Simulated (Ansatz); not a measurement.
`CN(C)[CH2][AlH2]` + `BN` → `B[NH][AlH2]` + `CN(C)C` at 600 K and 1 bar (ligand exchange at the Al–C bond).

Computed with Ansatz on PBE0-D4/def2-TZVP structures; ΔE is electronic, products minus reactants. CBS: MP2 limit from def2 TZ/QZ plus the TZ coupled-cluster correction, frozen cores. This one scheme is used for every species. Each species was taken in one conformer, which may not be the lowest.

```
           species  CCSD(T)/CBS energy (Eh)  H − E (kJ/mol)  S (J/(mol·K))
`CN(C)[CH2][AlH2]`               -416.85021           394.2          467.7
              `BN`                -81.93499           155.9          270.2
     `B[NH][AlH2]`               -324.56557           181.5          358.2
          `CN(C)C`               -174.25827           369.3          370.1
```

H − E and S are ideal-gas, rigid-rotor, harmonic terms from PBE0-D4/def2-TZVP, for one conformer and one mirror image of each species. 1 Eh = 2625.50 kJ/mol, R = 8.31446 J/(mol·K).

Task: By hand: ΔE, ΔH, ΔS and ΔG.

Result: ΔE = (-324.56557) + (-174.25827) − (-416.85021) − (-81.93499) = -0.03864 Eh = -101.4 kJ/mol. Δ(H − E) = 181.5 + 369.3 − 394.2 − 155.9 = 0.7, so ΔH = -100.7 kJ/mol. ΔS = 358.2 + 370.1 − 467.7 − 270.2 = -9.6 J/(mol·K). ΔG = -100.7 − 600 × (-9.6)/1000 = -94.9 kJ/mol.

Task: By hand: the equilibrium constant, and the temperature at which ΔG would vanish if ΔH and ΔS stayed fixed.

Result: log₁₀ K = −ΔG/(RT ln 10) = 8.3. ΔG = 0 at ΔH/ΔS = 10490 K, far beyond where these terms or the molecules hold.

The number of gas molecules stays the same, so ΔS is small and ΔH decides. A doubt of 5 kJ/mol in ΔE shifts log₁₀ K by 0.4 here. Other conformers and mirror images would add mixing entropy, several J/(mol·K) or more a flexible species. These are equilibria of isolated gas molecules and say nothing of rates. Largest T1 diagnostic: 0.012 (customary marks: 0.02 for closed shells, 0.045 for open ones).
